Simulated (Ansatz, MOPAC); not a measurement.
System: HSO$_{2}$, net charge 1, singlet state. SMILES: [S+](=[OH+])[O-]

Atoms: S1, O2, O3, H4. Bonds: S1-O2, S1-O3, O2-H4.

Bond lengths (Å) and angles (degrees) optimised at PM6 with MOPAC; HF/STO-3G with Ansatz (a first-principles code); B3LYP/LANL2DZ with Ansatz; MP2/6-31G* with Ansatz, each started from the B3LYP-D3(BJ)/def2-TZVP structure (Ansatz) of the last column. A row stands for all coordinates that are equal there. 6-31G* holds six Cartesian d functions. No wavenumbers were computed at HF/STO-3G, B3LYP/LANL2DZ, MP2/6-31G*, so these may be saddle points.

| coordinate | PM6 | HF/STO-3G | B3LYP/LANL2DZ | MP2/6-31G* | B3LYP-D3(BJ)/def2-TZVP |
|---|---|---|---|---|---|
| S1-O2 | 1.392 | 1.670 | 1.691 | 1.561 | 1.532 |
| S1-O3 | 1.356 | 1.520 | 1.568 | 1.454 | 1.412 |
| O2-H4 | 0.964 | 1.003 | 1.003 | 1.001 | 0.988 |
| O2-S1-O3 | 180.0 | 102.7 | 110.9 | 115.4 | 115.2 |
| S1-O2-H4 | 180.0 | 107.2 | 123.3 | 119.3 | 121.4 |

Mean signed difference of all 3 bond lengths from B3LYP-D3(BJ)/def2-TZVP: PM6 -0.073 Å, HF/STO-3G 0.087 Å, B3LYP/LANL2DZ 0.110 Å, MP2/6-31G* 0.028 Å.
